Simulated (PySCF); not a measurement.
C₂H₅O, SMILES CC[O-], charge -1. Atoms are numbered in the order given.

```xyz
8

C     -0.2036    -1.1745     0.0000
C      0.4789     0.2157     0.0000
O     -0.3603     1.2418     0.0000
H      0.5328    -2.0042     0.0000
H     -0.8487    -1.2707    -0.8902
H     -0.8487    -1.2707     0.8902
H      1.1976     0.1822     0.8898
H      1.1976     0.1822    -0.8898
```
Charge -1, spin multiplicity 1.

Geometry: PBE0-D3(BJ)/def2-SVPD.

Computed with PySCF with B3LYP/pcJ-1.

Isotropic couplings with Fermi-contact, spin-dipole and both spin-orbit terms, one fixed conformer, no vibrational averaging. Isotopes: 13C, 1H.

| pair | bonds apart | J (Hz) |
|---|---|---|
| C1–C2 | 1 | 36.6 |
| C1–H4 | 1 | ___ |
| C1–H5 | 1 | ___ |
| C1–H6 | 1 | ___ |
| C2–H7 | 1 | 120.1 |
| C2–H8 | 1 | 120.1 |
| C1–H7 | 2 | 7.5 |
| C1–H8 | 2 | 7.5 |
| C2–H4 | 2 | -0.6 |
| C2–H5 | 2 | -4.6 |
| C2–H6 | 2 | -4.6 |
| H4–H5 | 2 | ___ |
| H4–H6 | 2 | ___ |
| H5–H6 | 2 | ___ |
| H7–H8 | 2 | ___ |
| H4–H7 | 3 | 1.5 |
| H4–H8 | 3 | 1.5 |
| H5–H7 | 3 | 13.5 |
| H5–H8 | 3 | 5.5 |
| H6–H7 | 3 | 5.5 |
| H6–H8 | 3 | 13.5 |

Q: What belongs in the gaps? (Estimate from the structure and the level; the computed values follow.)

A: 
- C1–H4, J (Hz): 114.9
- C1–H5, J (Hz): 130.5
- C1–H6, J (Hz): 130.5
- H4–H5, J (Hz): -9.6
- H4–H6, J (Hz): -9.6
- H5–H6, J (Hz): -11.3
- H7–H8, J (Hz): -7.1
